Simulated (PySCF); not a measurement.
# Computed records: B2ClFH3, B2H4NO, CH5B2O, BH6OSi and others

All values are calculated (PySCF 2.14.0). Calculation on a computer-drawn molecule: the log of a Hartree-Fock and frozen-core CCSD(T) single point meant for a local Hartree-Fock minimum, with one planted fault or none, to be diagnosed. Offsets are logged minus clean, where the clean run is the same molecule without the fault. The reference is restricted for singlets and unrestricted otherwise, and also for a bond in bohr or an excited solution. Adding or removing an electron swaps singlet and doublet. The excited solution moves the top pair (singlet) or top alpha electron (doublet) to the lowest empty orbital. Highest occupied and lowest empty are orbital energies over both spins, largest force is the largest gradient component, triples share is (T) over the correlation energy, the T1 limit is 0.02 restricted and 0.045 unrestricted, electrons count all cores, a negative frequency is imaginary (commonest isotopes), and the dipole is about the centre of nuclear charge.

Common to all runs: logged SCF converged yes; possible faults no fault, one electron removed, one electron added, multiplicity raised by two, geometry at a saddle point, SCF held on an excited solution, minimal basis STO-3G, one bond length entered in bohr, all coordinates scaled.

(1) B2ClFH3

Logged structure:
```xyz
7
B2ClFH3
B      0.8433    -0.5260     0.2972
B     -0.8344    -0.8293     0.3288
F     -1.7280    -0.5679    -0.6515
Cl    -1.7880    -1.5011     1.7923
H      0.9512     0.6463     0.7144
H      1.2594    -0.5760    -0.8701
H      1.4760    -1.2823     1.0393
```

```
meant charge                         : -1
meant multiplicity                   : 1
meant basis                          : aug-cc-pV(D+d)Z
logged electrons                     : 40
logged basis functions               : 128
logged spin squared                  : 0
logged highest occupied              : -5.554 eV
logged lowest empty                  : 3.9114 eV
logged largest force                 : 1.398e-05 hartree/bohr
logged lowest frequency              : 58.325 cm⁻¹
logged T1 diagnostic                 : 0.014067
logged D1 diagnostic                 : 0.046199
logged triples share                 : 0.029796
logged CC converged                  : yes
logged dipole magnitude              : 5.6377 debye
logged SCF stable within its kind    : yes
logged energy HF                     : -610.17868 hartree
logged energy CCSD(T)                : -610.79861 hartree
planted fault                        : no fault
HF energy offset from clean run      : 0 kcal/mol
CCSD(T) energy offset from clean run : 0 kcal/mol
```

Drawn bonds:
```
atom  other atom  order
   1           2      1
   2           3      1
   2           4      1
   1           5      1
   1           6      1
   1           7      1
```

(2) B2H4NO

Logged structure:
```xyz
8
B2H4NO
B      1.5936    -2.3056    -2.7249
N      2.4170    -2.7646    -1.2836
B      1.9634    -3.6924    -0.2556
O      1.5833    -4.5234     0.6887
H      1.3832    -0.9846    -2.7188
H      0.4338    -2.9558    -2.7566
H      2.3367    -2.6327    -3.7878
H      3.3809    -2.3176    -1.1222
```

```
meant charge                         : -1
meant multiplicity                   : 1
meant basis                          : aug-cc-pVDZ
logged electrons                     : 30
logged basis functions               : 128
logged spin squared                  : 0
logged highest occupied              : -5.2111 eV
logged lowest empty                  : 3.7864 eV
logged largest force                 : 0.086694 hartree/bohr
logged T1 diagnostic                 : 0.018343
logged D1 diagnostic                 : 0.052637
logged triples share                 : 0.037845
logged CC converged                  : yes
logged dipole magnitude              : 3.601 debye
logged SCF stable within its kind    : yes
logged energy HF                     : -181.10723 hartree
logged energy CCSD(T)                : -181.74602 hartree
planted fault                        : all coordinates scaled, by +7.6 %
HF energy offset from clean run      : 24.71 kcal/mol
CCSD(T) energy offset from clean run : 13.4 kcal/mol
```

Drawn bonds:
```
atom  other atom  order
   1           2      1
   2           3      1
   3           4      2
   1           5      1
   1           6      1
   1           7      1
   2           8      1
```

(3) CH5B2O

Logged structure:
```xyz
9
CH5B2O
B     -0.3577    -2.4941    -1.5201
O      0.0820    -0.9784    -1.3378
B      1.1741    -0.3772    -1.4987
C      2.3787     0.3631    -1.6614
H     -0.7391    -2.8833    -0.4163
H      0.6157    -3.1339    -1.9201
H     -1.2750    -2.4953    -2.3409
H      3.0944     0.4694    -0.8567
H      2.6472     0.8120    -2.6087
```

```
meant charge                         : -1
meant multiplicity                   : 1
meant basis                          : aug-cc-pVDZ
logged electrons                     : 30
logged basis functions               : 137
logged spin squared                  : 2.0084
logged highest occupied              : 0.17788 eV
logged lowest empty                  : 2.8701 eV
logged largest force                 : 0.10028 hartree/bohr
logged T1 diagnostic                 : 0.026945
logged D1 diagnostic                 : 0.1313
logged triples share                 : 0.033016
logged CC converged                  : yes
logged dipole magnitude              : 5.7589 debye
logged SCF stable within its kind    : yes
logged energy HF                     : -164.98487 hartree
logged energy CCSD(T)                : -165.54781 hartree
planted fault                        : multiplicity raised by two
HF energy offset from clean run      : 52.6 kcal/mol
CCSD(T) energy offset from clean run : 74.37 kcal/mol
```

Drawn bonds:
```
atom  other atom  order
   1           2      1
   2           3      1
   3           4      2
   1           5      1
   1           6      1
   1           7      1
   4           8      1
   4           9      1
```

Notes: highest electron not bound in this basis.

(4) BH6OSi

Logged structure:
```xyz
9
BH6OSi
B     -1.6474    -1.0753    -2.2670
Si    -1.6381     0.7430    -2.0492
O     -0.2093     1.3362    -2.0600
H     -2.6982    -1.4568    -2.2527
H     -1.1599    -1.3069    -3.2501
H     -1.0556    -1.5264    -1.4279
H     -2.2957     1.4865    -2.9863
H     -2.1753     1.2366    -0.8955
H      0.3679     0.7212    -2.1698
```

```
meant charge                         : -1
meant multiplicity                   : 1
meant basis                          : aug-cc-pV(D+d)Z
logged electrons                     : 34
logged basis functions               : 132
logged spin squared                  : 0
logged highest occupied              : -4.157 eV
logged lowest empty                  : 3.9828 eV
logged largest force                 : 0.14581 hartree/bohr
logged T1 diagnostic                 : 0.012207
logged D1 diagnostic                 : 0.026083
logged triples share                 : 0.0265
logged CC converged                  : yes
logged dipole magnitude              : 3.8462 debye
logged SCF stable within its kind    : yes
logged energy HF                     : -391.95067 hartree
logged energy CCSD(T)                : -392.44681 hartree
planted fault                        : all coordinates scaled, by -9.7 %
HF energy offset from clean run      : 49.79 kcal/mol
CCSD(T) energy offset from clean run : 55.22 kcal/mol
```

Drawn bonds:
```
atom  other atom  order
   1           2      1
   2           3      1
   1           4      1
   1           5      1
   1           6      1
   2           7      1
   2           8      1
   3           9      1
```

(5) BH5NSi

Logged structure:
```xyz
8
BH5NSi
B      0.4986     2.8734    -0.2226
Si     1.9549     1.4950     0.0279
N      2.8990     0.6635    -0.9943
H      0.2856     3.1221    -1.4032
H     -0.4915     2.3954     0.3457
H      0.8903     3.8654     0.4056
H      2.2302     1.1626     1.4917
H      3.5546     0.0284    -0.5721
```

```
meant charge                      : -1
meant multiplicity                : 1
meant basis                       : aug-cc-pV(D+d)Z
logged electrons                  : 32
logged basis functions            : 123
logged spin squared               : 0
logged highest occupied           : 0.88022 eV
logged lowest empty               : -3.5008 eV
logged largest force              : 0.11804 hartree/bohr
logged CC converged               : no
logged dipole magnitude           : 4.3466 debye
logged SCF stable within its kind : no
logged energy HF                  : -370.44416 hartree
planted fault                     : SCF held on an excited solution
HF energy offset from clean run   : 329.3 kcal/mol
```

Drawn bonds:
```
atom  other atom  order
   1           2      1
   2           3      2
   1           4      1
   1           5      1
   1           6      1
   2           7      1
   3           8      1
```

Notes: CCSD not converged; highest electron not bound in this basis.

(6) B2H6NSi

Logged structure:
```xyz
10
B2H6NSi
B     -1.8453     3.0505     0.3578
B     -1.4581     1.5420    -0.1746
N     -2.3422     0.5300    -0.5730
Si     0.5719     1.2165    -0.3340
H     -1.9765     3.8707     1.2074
H     -3.3365     0.6197    -0.5410
H     -2.0444    -0.3557    -0.9246
H      0.9523    -0.0623     0.3261
H      1.3712     2.3015     0.2937
H      0.9884     1.1220    -1.7592
```

```
meant charge                         : 0
meant multiplicity                   : 2
meant basis                          : cc-pV(D+d)Z
logged electrons                     : 37
logged basis functions               : 30
logged spin squared                  : 0.7601
logged highest occupied              : -6.2528 eV
logged lowest empty                  : 6.8967 eV
logged largest force                 : 0.033216 hartree/bohr
logged T1 diagnostic                 : 0.019073
logged D1 diagnostic                 : 0.089246
logged triples share                 : 0.017836
logged CC converged                  : yes
logged dipole magnitude              : 1.8081 debye
logged SCF stable within its kind    : yes
logged energy HF                     : -391.50978 hartree
logged energy CCSD(T)                : -391.71649 hartree
planted fault                        : minimal basis STO-3G
HF energy offset from clean run      : 2947 kcal/mol
CCSD(T) energy offset from clean run : 3124 kcal/mol
```

Drawn bonds:
```
atom  other atom  order
   1           2      1
   2           3      1
   2           4      1
   1           5      1
   3           6      1
   3           7      1
   4           8      1
   4           9      1
   4          10      1
```

(7) B3H3N

Logged structure:
```xyz
7
B3H3N
B     -1.9508     3.1647    -2.1865
B     -0.9772     2.5819    -0.9875
N     -0.1875     2.1277    -0.1325
B      0.6919     1.6198     0.8337
H     -3.0392     3.6202    -2.3075
H      0.6846     0.4462     1.0930
H      1.4512     2.3592     1.4008
```

```
meant charge                         : 0
meant multiplicity                   : 2
meant basis                          : cc-pVDZ
logged electrons                     : 25
logged basis functions               : 71
logged spin squared                  : 0.7584
logged highest occupied              : -9.7123 eV
logged lowest empty                  : 0.31953 eV
logged largest force                 : 4.185e-05 hartree/bohr
logged lowest frequency              : 134.6 cm⁻¹
logged T1 diagnostic                 : 0.021001
logged D1 diagnostic                 : 0.064522
logged triples share                 : 0.036588
logged CC converged                  : yes
logged dipole magnitude              : 2.0872 debye
logged SCF stable within its kind    : yes
logged energy HF                     : -130.2145 hartree
logged energy CCSD(T)                : -130.63801 hartree
planted fault                        : no fault
HF energy offset from clean run      : 0 kcal/mol
CCSD(T) energy offset from clean run : 0 kcal/mol
```

Drawn bonds:
```
atom  other atom  order
   1           2      1
   2           3      2
   3           4      1
   1           5      1
   4           6      1
   4           7      1
```

(8) B3H3N

Structure as in entry 7.

```
meant charge                      : 0
meant multiplicity                : 2
meant basis                       : cc-pVDZ
logged electrons                  : 25
logged basis functions            : 71
logged spin squared               : 0.7835
logged highest occupied           : -8.6742 eV
logged lowest empty               : -0.47847 eV
logged largest force              : 0.046846 hartree/bohr
logged dipole magnitude           : 2.7192 debye
logged SCF stable within its kind : no
logged energy HF                  : -130.18183 hartree
```

Drawn bonds:
```
atom  other atom  order
   1           2      1
   2           3      2
   3           4      1
   1           5      1
   4           6      1
   4           7      1
```

Notes: coupled-cluster numbers left out as unreliable.

**Q.** B3H3N (entry 8): planted fault?
**A.** SCF held on an excited solution

Further results for B3H3N (entry 8):

```
HF energy offset from clean run : 20.5 kcal/mol
```
